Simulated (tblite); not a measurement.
Species: C4H12NPSi3.
Numbering: `[SiH3:1][Si@@H:2]([SiH2:3][PH2:4])[n:5]1[cH:6][cH:7][cH:8][cH:9]1` (hydrogens: H10, H11, H12 on Si1; H13 on Si2; H14, H15 on Si3; H16, H17 on P4; H18 on C6; H19 on C7; H20 on C8; H21 on C9)

Structure optimised with GFN2-xTB, isolated species.

What internal coordinates does the optimisation give?

| bond | length (Å) |
| --- | --- |
| Si1–Si2 | 2.331 |
| Si2–Si3 | 2.344 |
| Si3–P4 | 2.243 |
| Si2–N5 | 1.764 |
| N5–C6, N5–C9 | 1.369 |
| C6–C7, C8–C9 | 1.361 |
| C7–C8 | 1.415 |
| Si1–H10, Si1–H11, Si1–H12 | 1.466 |
| Si2–H13 | 1.481 |
| Si3–H14 | 1.469 |
| Si3–H15 | 1.471 |
| P4–H16, P4–H17 | 1.384 |
| C6–H18, C9–H21 | 1.073 |
| C7–H19, C8–H20 | 1.072 |

Bonds in one row agree within 0.01 Å and their mean is given. A selection of angles:
| angle | degrees |
| --- | --- |
| Si1–Si2–Si3 | 120.0 |
| Si1–Si2–N5 | 107.7 |
| Si3–Si2–N5 | 106.9 |
| Si2–Si3–P4 | 115.8 |
| Si2–N5–C6 | 125.4 |
| Si2–N5–C9 | 127.2 |
| C6–N5–C9 | 107.1 |
| N5–C6–C7 | 109.6 |
| C6–C7–C8 | 106.8 |

Dihedral angles: Si1–Si2–Si3–P4 -152° (antiperiplanar); Si1–Si2–N5–C6 -80° (synclinal).

Si3 (SiH2 silicon) is distorted tetrahedral (angles from 104.5° to 115.8°). N5 (pyrrole-type nitrogen) is planar (angles 127.2°, 125.4° and 107.1°, sum 359.7°, 0.05 Å off the plane of its three neighbours). Si2 (SiH silicon) is distorted tetrahedral (angles from 100.1° to 120.0°). The C–C distances run from 1.361 Å (C8–C9, aromatic) to 1.415 Å (C7–C8, aromatic), a spread of 0.054 Å. Si1 (SiH3 silicon) is distorted tetrahedral (angles from 106.6° to 113.6°). Of the pairs four or more bonds apart, Si3···H18 is among the closest relative to their van der Waals radii: 3.31 Å, 100 % of the sum of Bondi's values. The 5-membered ring N5–C6–C7–C8–C9 has internal angles of 106.8° to 109.6° (sum 540°, against 540° for a flat polygon); it is planar, 0.00 Å rms from its mean plane, widest ring torsion 0°.

Point group: C1 (no symmetry element, even within 0.4 Å). GFN2-xTB frequencies show an imaginary mode (21i cm⁻¹), so the point is no minimum at that level. Torsions: Si1–Si2–Si3–P4 -152°, Si2–Si3–P4–H -43° and 50°, Si1–Si2–N5–C6 -80°. 3 starts were optimised and ended at 0.00, 0.16 and 0.33 kcal/mol (GFN2-xTB); the lowest of these is shown.

These are computed values.
